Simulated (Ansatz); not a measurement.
Spectroscopic constants of GeW, multiplicity 7 (lowest of 2S+1 = 1, 3, 5, 7, 9 at CCSD(T)/def2-TZVPP on PBE0 minima; our sources give no spin for the ground state, which may be another). No spin–orbit coupling. Ge is treated without relativity.

Constants: fifth-degree fit in 1/R to seven points, most abundant isotopes. Runs in def2 and cc sets follow the lowest solution found near the PBE0 minimum.

Run with Ansatz (a program for electronic structure) with Gaussian orbitals. Values without a source in brackets are computed. In def2 rows elements past Kr take small-core potentials, without spin–orbit coupling.

Task: What bond length and harmonic frequency does PBE0/def2-TZVPP give?

Result: r_e = 2.568 Å, ω_e = 213 cm⁻¹.

Task: What bond length and harmonic frequency does BHLYP/def2-TZVPP give?

Result: r_e = 2.590 Å, ω_e = 203 cm⁻¹.

Task: What bond length and harmonic frequency does wB97M-V/def2-TZVPP give?

Result: r_e = 2.562 Å, ω_e = 214 cm⁻¹.
